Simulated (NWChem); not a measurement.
System: BHCl cation

```xyz
3

B      0.0000     0.0000    -1.1313
Cl     0.0000     0.0000     0.4684
H      0.0000     0.0000    -2.3068
```
Atoms are numbered in this order, from 1.

Results from NWChem. Pople sets run with spherical d functions. All runs use the structure optimised with B3LYP/6-31G* (spherical d). Total energies compare along this basis series because the functional is fixed.

```
level            basis functions  energy (Ha)  highest occupied level (eV)  orbital gap (eV)
---------------  ---------------  -----------  ---------------------------  ----------------
TPSS/STO-3G                   15    -480.0274                       -17.83              7.83
TPSS/3-21G                    24    -482.9583                       -17.73                 …
TPSS/6-31G*                   34    -485.3225                       -17.34              7.20
TPSS/6-31+G*                  42    -485.3234                       -17.33              7.19
TPSS/6-311G**                 50    -485.3592                       -17.33              7.19
TPSS/6-311++G**               59    -485.3610                       -17.32              7.19
```

Some entries are withheld; supply them.


- TPSS/3-21G, orbital gap (eV): 7.30
